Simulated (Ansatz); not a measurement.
The same path of a periodic cell of 17 atoms, W16F (host W, host structure bcc, interstitial F) was run twice with different band settings. Lost on the way: W5–F17. Made: W15–F17.

These are results of Ansatz 0.2.0, DFT LDA, scalar-relativistic, plane waves, PAW, not measurements. Settings: cutoff 420 eV, k mesh 3x3x3, gaussian smearing 0.05 eV, no spin polarisation.

Relaxed end points:

```xyz
17
Lattice="6.3200 0.0000 0.0000 0.0000 6.3200 0.0000 0.0000 0.0000 6.3200" Properties=species:S:1:pos:R:3
W -0.186 -0.135 -0.006
W 3.348 -0.135 -0.006
W -0.006 3.176 -0.006
W -0.008 -0.016 3.154
W 1.581 1.706 1.760
W 3.167 3.176 -0.006
W 3.169 -0.016 3.154
W 4.741 1.588 1.582
W -0.030 3.183 3.154
W 1.581 4.716 1.580
W 1.581 1.707 4.547
W 3.191 3.183 3.154
W 4.741 4.708 1.605
W 4.741 1.588 4.726
W 1.581 4.716 4.727
W 4.741 4.708 4.703
F 1.581 0.786 -0.007
```

```xyz
17
Lattice="6.3200 0.0000 0.0000 0.0000 6.3200 0.0000 0.0000 0.0000 6.3200" Properties=species:S:1:pos:R:3
W -0.188 0.002 0.126
W 3.345 0.002 0.126
W -0.009 3.162 0.008
W -0.008 0.002 3.136
W 1.578 1.588 1.596
W 3.166 3.162 0.008
W 3.165 0.002 3.136
W 4.738 1.613 1.602
W -0.033 3.162 3.129
W 1.578 4.735 1.596
W 1.578 1.768 4.605
W 3.190 3.162 3.129
W 4.738 4.710 1.602
W 4.738 1.589 4.723
W 1.578 4.555 4.605
W 4.738 4.734 4.723
F 1.579 0.001 -0.794
```

Common settings: climbing image yes; spring 5.0 eV/Å²; end points relaxed.

| run | movable images | optimiser | start path | force threshold | iteration limit |
| --- | --- | --- | --- | --- | --- |
| 1 | 5 | fire | IDPP | 0.05 eV/Å | 37 |
| 2 | 3 | quadratic models (default) | default | 0.2 eV/Å | 50 |

(1) What does each run give, and how far can it be trusted?

## Answers

(1) Run 1: converged after 24 iterations, highest image 0.527 eV above the first end. By the program's own check the climbing image is a first-order saddle point (lowest curvatures found: -10.12 and 2.70 eV/Å²).
Run 2: converged after 4 iterations, highest image 0.533 eV above the first end. The threshold of 0.2 eV/Å is loose, so the images may lie well off the minimum-energy path. The order of the point at the top wasn't checked.
Limits of this set-up: coarse k mesh, odd electron count without spin, a small cell, in which the defect meets its images, a typed lattice constant that wasn't relaxed here.
